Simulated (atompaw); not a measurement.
## u(r) = r·R(r): atom against pseudo-atom (Ir)

Columns: radius, all-electron u(r) and pseudo u(r) of the 6s shell (level -9.85 eV) of iridium in the configuration [Xe] 4f14 5d7 6s1.5 6p0; PBE, scalar-relativistic, PAW (atompaw) scheme, atompaw 4.2.0.5.

```json
{"r (bohr)": "0.100", "all-electron": "-0.0709", "pseudo": "0.0451"}
{"r (bohr)": "0.200", "all-electron": "-0.0371", "pseudo": "0.0900"}
{"r (bohr)": "0.300", "all-electron": "0.1926", "pseudo": "0.1347"}
{"r (bohr)": "0.400", "all-electron": "0.1547", "pseudo": "0.1788"}
{"r (bohr)": "0.500", "all-electron": "-0.0305", "pseudo": "0.2223"}
{"r (bohr)": "0.600", "all-electron": "-0.2066", "pseudo": "0.2649"}
{"r (bohr)": "0.700", "all-electron": "-0.3075", "pseudo": "0.3065"}
{"r (bohr)": "0.800", "all-electron": "-0.3264", "pseudo": "0.3470"}
{"r (bohr)": "0.900", "all-electron": "-0.2806", "pseudo": "0.3861"}
{"r (bohr)": "1.000", "all-electron": "-0.1925", "pseudo": "0.4236"}
{"r (bohr)": "1.100", "all-electron": "-0.0817", "pseudo": "0.4594"}
{"r (bohr)": "1.200", "all-electron": "0.0368", "pseudo": "0.4932"}
{"r (bohr)": "1.300", "all-electron": "0.1531", "pseudo": "0.5249"}
{"r (bohr)": "1.400", "all-electron": "0.2608", "pseudo": "0.5543"}
{"r (bohr)": "1.500", "all-electron": "0.3565", "pseudo": "0.5811"}
{"r (bohr)": "1.600", "all-electron": "0.4389", "pseudo": "0.6053"}
{"r (bohr)": "1.700", "all-electron": "0.5076", "pseudo": "0.6267"}
{"r (bohr)": "1.800", "all-electron": "0.5631", "pseudo": "0.6450"}
{"r (bohr)": "1.900", "all-electron": "0.6066", "pseudo": "0.6602"}
{"r (bohr)": "2.000", "all-electron": "0.6391", "pseudo": "0.6721"}
{"r (bohr)": "2.100", "all-electron": "0.6619", "pseudo": "0.6805"}
{"r (bohr)": "2.200", "all-electron": "0.6761", "pseudo": "0.6856"}
{"r (bohr)": "2.300", "all-electron": "0.6831", "pseudo": "0.6870"}
{"r (bohr)": "2.400", "all-electron": "0.6837", "pseudo": "0.6849"}
{"r (bohr)": "2.500", "all-electron": "0.6791", "pseudo": "0.6792"}
{"r (bohr)": "2.600", "all-electron": "0.6700", "pseudo": "0.6700"}
```

How many radial nodes do the two functions have?

The all-electron 6s function has n − l − 1 = 5 (the table is too coarse to show those close to the nucleus); the pseudo-wave has 0, since the states of the same l below it are removed with the core.

Is the pseudo-wave norm-conserving?

No, it belongs to a PAW set: the norm inside the radius is not constrained, and the difference is carried by the augmentation charge.
